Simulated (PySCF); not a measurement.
## Excitation energy of Tc²⁺ by level of theory

Tc²⁺ [Kr] 4d5 (6S) → Tc²⁺ [Kr] 4d4 5p1 (high-spin determinant), as a difference of total energies. Calculation: PySCF 2.14, in aug-cc-pVDZ-PP with ECP28MDF; scalar relativity through the core potential. Correlated levels: valence: 4s2 4p6 frozen. The calculations carry no spin-orbit coupling.

```tsv
method	excitation energy (eV)
UHF	11.214
MP2 (valence)	11.434
SCS-MP2 (valence)	11.287
CCSD (valence)	11.419
CCSD(T) (valence)	11.414
```

**Question.** How much does correlation contribute at CCSD(T) (valence)?

**Answer.** 11.414 − (11.214) = 0.200 eV, measured against UHF.

The determinant of the upper state mixes LS terms, which raises its energy above the lowest term, most at the Hartree-Fock and MP2 levels.
